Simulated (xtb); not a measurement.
C₅H₁₀N (SMILES C[C]=NC(C)C), doublet, from a rough starting geometry; xtb with GFN2-xTB.

The xtb input:
```
$ xtb mol.xyz --gfn 2 --uhf 1 --opt vtight --json

# file mol.xyz
16

C      2.79457307     0.38560708     0.55655946
C      1.31534120     0.36664209     0.40909463
N      0.58910253     0.16645073    -0.50299636
C     -0.85309486     0.20280624    -0.58127059
C     -1.52502094     0.65441071     0.68266271
C     -1.34270670    -1.23235200    -0.95296102
H      3.18412491     1.37082385     0.73888947
H      3.27367924     0.00772235    -0.40610810
H      3.12445751    -0.28148391     1.31069626
H     -1.14161631     0.91130778    -1.35468883
H     -1.29999951    -0.01988322     1.60454618
H     -1.09348617     1.62383791     1.08557418
H     -2.59465743     0.74014503     0.57716233
H     -2.50170778    -1.18758034    -1.05123490
H     -0.86671024    -1.57525700    -1.89158646
H     -1.12082569    -1.96901924    -0.14378193
```

Task: Predict the main parts of the log of this xtb run.

Result: 
```
   ID    Z sym.   atoms
    1    6 C      1, 2, 4-6
    2    7 N      3
    3    1 H      7-16

           -------------------------------------------------
          |                Calculation Setup                |
           -------------------------------------------------

           -------------------------------------------------
          |                 G F N 2 - x T B                 |
           -------------------------------------------------

          ...................................................
          :                      SETUP                      :
          :.................................................:
          :  # basis functions                  34          :
          :  # atomic orbitals                  34          :
          :  # shells                           22          :
          :  # electrons                        35          :
          :  max. iterations                   250          :
          :  Hamiltonian                  GFN2-xTB          :
          :  restarted?                      false          :
          :  GBSA solvation                  false          :
          :  PC potential                    false          :
          :  electronic temp.          300.0000000     K    :
          :  accuracy                    1.0000000          :
          :  -> integral cutoff          0.2500000E+02      :
          :  -> integral neglect         0.1000000E-07      :
          :  -> SCF convergence          0.1000000E-05 Eh   :
          :  -> wf. convergence          0.1000000E-03 e    :
          :  Broyden damping             0.4000000          :
          :  net charge                          0          :
          :  unpaired electrons                  1          :
          ...................................................

 iter      E             dE          RMSdq      gap      omega  full diag
   1    -18.8607809 -0.188608E+02  0.312E+00    1.98       0.0  T
   2    -18.8863739 -0.255930E-01  0.210E+00    1.88       1.0  T
   3    -18.8922061 -0.583217E-02  0.110E+00    1.84       1.0  T
   4    -18.8969396 -0.473352E-02  0.406E-01    1.79       1.0  T
   5    -18.8976785 -0.738846E-03  0.855E-02    1.78       1.0  T
   6    -18.8976927 -0.142121E-04  0.356E-02    1.78       1.0  T
   7    -18.8976943 -0.158134E-05  0.844E-03    1.78       3.0  T
   8    -18.8976948 -0.512120E-06  0.181E-03    1.78      13.8  T
   9    -18.8976948 -0.561608E-08  0.543E-04    1.78      46.0  T
  10    -18.8976948 -0.281022E-08  0.142E-04    1.78     176.7  T

   *** convergence criteria satisfied after 10 iterations ***

         :::::::::::::::::::::::::::::::::::::::::::::::::::::
         ::                     SUMMARY                     ::
         :::::::::::::::::::::::::::::::::::::::::::::::::::::
         :: total energy             -18.615490287223 Eh    ::
         :: gradient norm              0.189553773745 Eh/a0 ::
         :: HOMO-LUMO gap              1.784841344878 eV    ::
         ::.................................................::
         :: SCC energy               -18.897674016581 Eh    ::
         :: -> isotropic ES            0.006887093184 Eh    ::
         :: -> anisotropic ES          0.005497457748 Eh    ::
         :: -> anisotropic XC          0.015760483844 Eh    ::
         :: -> dispersion             -0.008519448551 Eh    ::
         :: repulsion energy           0.282183729358 Eh    ::
         :: add. restraining           0.000000000000 Eh    ::
         :: total charge              -0.000000000000 e     ::
         :::::::::::::::::::::::::::::::::::::::::::::::::::::

      -----------------------------------------------------------
     |                   =====================                   |
     |                        A N C O P T                        |
     |                   =====================                   |
     |               Approximate Normal Coordinate               |
[...]
 * total energy  :   -18.6357079 Eh     change       -0.1356817E-05 Eh
 * total energy  :   -18.6357095 Eh     change       -0.1558457E-05 Eh
 * total energy  :   -18.6357116 Eh     change       -0.2095961E-05 Eh
 * total energy  :   -18.6357135 Eh     change       -0.1969336E-05 Eh
 * total energy  :   -18.6357154 Eh     change       -0.1836575E-05 Eh
 * total energy  :   -18.6357172 Eh     change       -0.1826279E-05 Eh
 * total energy  :   -18.6357188 Eh     change       -0.1624572E-05 Eh
 * total energy  :   -18.6357199 Eh     change       -0.1097065E-05 Eh
 * total energy  :   -18.6357204 Eh     change       -0.5135767E-06 Eh
 * total energy  :   -18.6357207 Eh     change       -0.2975244E-06 Eh
 * total energy  :   -18.6357210 Eh     change       -0.2395978E-06 Eh
 * total energy  :   -18.6357211 Eh     change       -0.7753161E-07 Eh
   *** GEOMETRY OPTIMIZATION CONVERGED AFTER 22 ITERATIONS ***
         :: total energy             -18.635721057613 Eh    ::
[...]
        28                          0.2238980               6.0926
        29                          0.2310705               6.2877
       ...                                ...                  ...
        34                          0.6773082              18.4305
      -------------------------------------------------------------
                  HL-Gap            0.0696065 Eh            1.8941 eV
             Fermi-level           -0.2885603 Eh           -7.8521 eV

     #   Z          covCN         q      C6AA      α(0)
     1   6 C        3.755    -0.092    22.313     6.735
     2   6 C        1.904    -0.023    31.726     9.097
     3   7 N        1.830    -0.169    25.446     7.475
     4   6 C        3.795     0.062    19.552     6.296
     5   6 C        3.753    -0.112    22.694     6.793
     6   6 C        3.758    -0.107    22.598     6.777
     7   1 H        0.925     0.054     2.267     2.355
     8   1 H        0.924     0.045     2.390     2.418
     9   1 H        0.925     0.054     2.267     2.354
    10   1 H        0.923     0.038     2.481     2.463
    11   1 H        0.925     0.044     2.393     2.419
    12   1 H        0.925     0.041     2.442     2.444
    13   1 H        0.925     0.038     2.471     2.458
    14   1 H        0.925     0.039     2.465     2.455
    15   1 H        0.925     0.046     2.370     2.408
    16   1 H        0.925     0.042     2.421     2.433

 Mol. C6AA /au·bohr⁶  :       2002.515270
 Mol. C8AA /au·bohr⁸  :      43205.631794
 Mol. α(0) /au        :         67.380570

Wiberg/Mayer (AO) data.
largest (>0.10) Wiberg bond orders for each atom

 ---------------------------------------------------------------------------
     #   Z sym  total        # sym  WBO       # sym  WBO       # sym  WBO
 ---------------------------------------------------------------------------
     1   6 C    3.995 --     2 C    1.061     9 H    0.963     7 H    0.963
                             8 H    0.959
     2   6 C    3.374 --     3 N    2.172     1 C    1.061
     3   7 N    3.301 --     2 C    2.172     4 C    1.005
     4   6 C    3.982 --     3 N    1.005     6 C    0.991     5 C    0.989
                            10 H    0.953
     5   6 C    3.995 --     4 C    0.989    12 H    0.986    13 H    0.986
                            11 H    0.985
     6   6 C    3.995 --     4 C    0.991    16 H    0.987    15 H    0.986
                            14 H    0.985
     7   1 H    0.996 --     1 C    0.963
     8   1 H    0.997 --     1 C    0.959
     9   1 H    0.997 --     1 C    0.963
    10   1 H    0.999 --     4 C    0.953
    11   1 H    0.998 --     5 C    0.985
    12   1 H    0.998 --     5 C    0.986
    13   1 H    0.998 --     5 C    0.986
    14   1 H    0.998 --     6 C    0.985
    15   1 H    0.998 --     6 C    0.986
    16   1 H    0.998 --     6 C    0.987
 ---------------------------------------------------------------------------

Topologies differ in total number of bonds
Writing topology from bond orders to xtbtopo.mol

molecular dipole:
                 x           y           z       tot (Debye)
 q only:       -0.120      -0.039       0.096
   full:       -0.043      -0.022       0.119       0.326
molecular quadrupole (traceless):
                xx          xy          yy          xz          yz          zz
 q only:        2.480       0.338      -1.241       1.354       0.398      -1.239
  q+dip:        3.486       0.244      -1.784       2.078      -0.233      -1.702
   full:        3.280       0.292      -1.043       1.693      -0.228      -2.237

optimized geometry written to: xtbopt.xyz

           -------------------------------------------------
          | TOTAL ENERGY              -18.635721057613 Eh   |
          | GRADIENT NORM               0.000051530443 Eh/α |
          | HOMO-LUMO GAP               1.894090516637 eV   |
           -------------------------------------------------

normal termination of xtb
```
